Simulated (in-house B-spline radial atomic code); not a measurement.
Values are calculated unless marked as measured or tabulated.
## Building a PAW d channel for Ni, r_c = 1.59 bohr

Ni, [Ar] 3d8 4s2, non-relativistic PBE, spherical and spin-unpolarised, from an all-electron radial atomic-structure program (B-spline basis) (atomic units; all potentials screened as in the neutral atom).

Two all-electron partial waves φ1, φ2 are integrated outwards at E1 = ε(3d) = -0.338728 and E2 = E1 + 1 hartree; φ1 is the bound orbital and φ2 has unit norm inside r_c = 1.586 bohr. Smooth partners are polynomials, r^3(a0 + a1 r² + a2 r⁴ + a3 r⁶), matched to φ and three derivatives at r_c, with no condition on the norm. The local potential is -9.15356 + (8.93482) r² + (-3.64808) r⁴ + (0.548838) r⁶ inside 1.2985 bohr and the all-electron one outside.

| wave | φ(r_c) | φ'(r_c) | a0 | a1 | a2 | a3 |
| --- | --- | --- | --- | --- | --- | --- |
| 1 | 0.498032 | -0.4506579 | 1.376036 | -1.104271 | 0.328521 | -0.03469194 |
| 2 | 0.7554819 | 2.233108 | -1.196608 | 1.329752 | -0.4254157 | 0.04604348 |

Inside r_c the overlaps are <φi φj> = [[0.86104, -0.72631], [-0.72631, 1.00000]] and, for the smooth waves, [[0.27714, 0.00689], [0.00689, 0.09677]]. With χj = (Ej − T − V_local) applied to smooth wave j, the program's quadrature gives the matrix B_ij = <smooth i, χj> as [[-0.46214, 0.77645], [0.04325, -0.12458]].

(1) Check the match of the first wave, and find the augmentation charges q_ij.

(2) B isn't symmetric. Show that D_ij = B_ij + Ej q_ij is.

Solving (T + V_local + Σ p D p) ψ = E (1 + Σ p q p) ψ in a sphere of 9 bohr gives these levels:

```json
{"all-electron": "-0.338728", "one projector": "-0.338727", "two projectors": "-0.338727"}
{"all-electron": "0.114693", "one projector": "0.116964", "two projectors": "0.114697"}
{"all-electron": "0.371486", "one projector": "0.384900", "two projectors": "0.371493"}
{"all-electron": "0.769775", "one projector": "0.809798", "two projectors": "0.769778"}
{"all-electron": "1.302380", "one projector": "1.391860", "two projectors": "1.302650"}
```

(3) What does the second projector gain?

Answers

(1) At r_c the four terms are 5.48958, -11.08132, 8.29250, -2.20271, which sum to 0.4980, φ1(r_c) to rounding. q_ij is the all-electron overlap less the smooth one: [[0.58390, -0.73320], [-0.73320, 0.90323]]. The smooth first wave has a norm of 0.2771 inside r_c against 0.8610, and q11 > 0 puts back the missing charge.

(2) Integrating by parts gives B12 − B21 = (E1 − E2) q12: 0.77645 − (0.04325) = 0.73320, and −1 × (-0.73320) = 0.73320. So D12 = 0.77645 + (0.661272)(-0.73320) = 0.29161 and D21 = 0.04325 + (-0.338728)(-0.73320) = 0.29161; D11 = -0.65992, D22 = 0.47270. The projectors, p = (B⁻¹)ᵀ χ, are dual to the smooth waves; det B = 0.024.

(3) With one projector the errors are 0.00, +2.27, +13.41, +40.02, +89.48 millihartree. With two the errors are 0.00, 0.00, +0.01, 0.00, +0.27 millihartree. The scattering is exact at E1 and at E2 = 0.661, and over all levels compared the largest error is 0.27 millihartree. The lowest eigenvalue of the overlap operator is 1 with one and 0.9391 with two projectors. The smooth orbital alone needs a cutoff of 24.8 hartree for 1 millihartree of kinetic energy, against 51.2 for a norm-conserving Troullier-Martins orbital of the same radius; part of the gain comes from giving up the norm, part from the simpler form.
